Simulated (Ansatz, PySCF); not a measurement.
Energy difference 1.5 R1 → P1, each structure at its B3LYP-D3(BJ)/def2-TZVP stationary point, reached from a drawn start (curvature not checked).
P1, O3 (SMILES O=[O+][O-]) (charge 0, multiplicity 1):
```xyz
3

O      0.00000     0.00000    -0.42855
O      1.07615     0.00000     0.21433
O     -1.07615     0.00000     0.21433
```
R1: O2 (SMILES O=O), charge 0, multiplicity 3.

P less R. No zero-point or thermal terms; singlets are restricted closed shells; open shells are unrestricted; no spin–orbit coupling.

Correlated levels freeze the cores. CBS: X⁻³ extrapolation of the correlation energy, Hartree–Fock from the larger set.

Programs: Ansatz (Gaussian basis) for Hartree–Fock, density functionals and correlated methods; PySCF for the D3/D4 terms. Each number belongs to the level named beside it.

| level | reaction energy (eV) |
|---|---|
| revPBE-D3(BJ)/def2-TZVPP | 1.484 |
| r2SCAN-D3(BJ)/def2-TZVPP | 1.865 |
| B3LYP-D4/def2-TZVPP | 1.952 |
| PBE0/def2-TZVPP | 2.042 |
| wB97X-V/def2-TZVPP | 2.130 |
| B2PLYP/def2-TZVPP | 1.724 |
| B2PLYP-D4/def2-TZVPP | 1.717 |
| CCSD(T)/cc-pVDZ | … |
| CCSD(T)/CBS(cc-pVTZ, cc-pVQZ) | … |

Q: Complete the blanks.

A: 
- CCSD(T)/cc-pVDZ, reaction energy (eV): 1.919
- CCSD(T)/CBS(cc-pVTZ, cc-pVQZ), reaction energy (eV): 1.553

Doubts at one or more of the structures used: other coupled-cluster roots may lie near (CCSD(T)/cc-pVDZ, CCSD(T)/CBS(cc-pVTZ, cc-pVQZ)).

Ansatz is a program for electronic structure.
